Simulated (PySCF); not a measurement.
# Cd: interval between two levels

Cd [Kr] 4d10 5s2 → Cd [Kr] 4d9 5s2 5p1 [3F4, M_J = 4], as a difference of total energies. Computed with PySCF 2.14 in x2c-SVPall-2c with one added diffuse shell each of s, p, d type (7s10p7d1f, 79 functions), with the two-component X2C-1e Hamiltonian. Correlated levels: [Ar] 3d10 frozen; the 6 highest virtual spinors dropped. "Screened" scales the spin-orbit matrix elements by Boettger's factors to mimic the two-electron term; Breit and QED terms are absent.

```json
{"method": "GHF (spin-free)", "interval between two levels (cm⁻¹)": "90423"}
{"method": "GMP2 (spin-free)", "interval between two levels (cm⁻¹)": "97265"}
{"method": "GHF (screened spin-orbit)", "interval between two levels (cm⁻¹)": "88774"}
{"method": "GMP2 (screened spin-orbit)", "interval between two levels (cm⁻¹)": "95541"}
```

The labels give the starting determinants; with spin-orbit coupling the two ends relaxed to ⟨J²⟩ = 0.00, ⟨L²⟩ = 0.02, ⟨S²⟩ = 0.02 and ⟨J²⟩ = 20.02, ⟨L²⟩ = 12.03, ⟨S²⟩ = 2.02.
